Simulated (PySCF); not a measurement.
**Mayer bond orders and bond lengths**

Species: C3H6O2SSi.
Numbering: `[OH:1][SiH2:2][C@@H:3]1[CH2:4][O:5][C:6]1=[S:7]` (hydrogens: H8 on O1; H9, H10 on Si2; H11 on C3; H12, H13 on C4)

Cartesian coordinates in Å at the GFN2-xTB level; atoms count from 1:
```
atom  x, y, z in Å
O1     1.8310    0.4783    1.4156
Si2    1.3034    0.5549   -0.1167
C3    -0.5703    0.3116    0.1323
C4    -1.0585   -1.1080    0.4458
O5    -1.6653   -1.1862   -0.8538
C6    -1.3055    0.0867   -1.1421
S7    -1.5923    0.9387   -2.4761
H8     2.7475    0.5852    1.6539
H9     1.8448   -0.5441   -0.9132
H10    1.5459    1.8536   -0.7304
H11   -0.9811    1.0973    0.7627
H12   -0.2943   -1.8752    0.5717
H13   -1.8098   -1.1923    1.2326
```

Bond orders from the PBE0/pcSseg-1 density (PySCF). The structure is a single GFN2-xTB conformer in the gas phase; no vibrational or solvent corrections.

(1) How far do the computed orders between heavy atoms stray from the drawn ones?

(2) Give the Mayer order of every bond, beside its length.

## Answers

(1) The largest departure is 0.205, at C6–S7 (drawn double, 1.795) and Si2–C3 (drawn single, 0.795). Drawn single, order below 0.88: Si2–C3 (0.795).

(2) 
```tsv
bond	drawn as	length (Å)	Mayer order
O1–Si2	single	1.622	1.046
Si2–C3	single	1.906	0.795
C3–C4	single	1.534	1.029
C4–O5	single	1.436	0.897
O5–C6	single	1.354	1.070
C6–S7	double	1.609	1.795
C6–C3	single	1.488	0.929
O1–H8	single	0.953	0.931
Si2–H9	single	1.461	0.916
Si2–H10	single	1.457	0.917
C3–H11	single	1.088	0.922
C4–H12	single	1.090	0.940
C4–H13	single	1.091	0.944
```

By pair of heavy elements: C–C: lowest C6–C3 (0.929, 1.488 Å), highest C3–C4 (1.029, 1.534 Å); in 1 of the 1 pairs the longer bond (by over 0.003 Å) has the higher order (by 0.02 or more). C–O: lowest C4–O5 (0.897, 1.436 Å), highest O5–C6 (1.070, 1.354 Å).

Question: Sum the orders of all bonds at each heavy atom with more than one neighbour and set the sums beside the valence in the SMILES.

Answer: O1 1.977 (drawn 2), Si2 3.674 (drawn 4), C3 3.675 (drawn 4), C4 3.810 (drawn 4), O5 1.967 (drawn 2), C6 3.794 (drawn 4). Orders between atoms that aren't bonded are not in these sums.

The Mayer order sums products of elements of PS (density times overlap matrix) between the two atoms' basis functions, so it depends on the basis set.
